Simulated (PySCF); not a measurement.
Al(Br)(OMe)(NH2) (CH5AlBrNO), SMILES C[O][Al]([NH2])[Br].

The structure is a stationary point at PBE0-D3(BJ)/def2-SVP. The structure was generated by enumeration; whether it is a known compound was not checked. Other conformers were not sampled.

These are HF/def2-TZVP (PySCF) values and carry that method's errors.

The molecule is in vacuum.

| Quantity | Value |
|---|---|
| total energy | -2984.67316 hartree |
| point group | Cs |
| highest occupied level | -11.06 eV |
| lowest empty level | 2.48 eV |
| orbital gap | 13.55 eV |
| dipole moment | 0.290 e·Å |
| quadrupole, principal values (traceless, Buckingham form, about the centre of nuclear charge) | -5.84, -0.93, 6.77 D·Å |
| mean static polarisability | 58.9 bohr³ (8.73 Å³) |
| polarisability, principal values | 49.6, 62.4, 64.9 bohr³ |
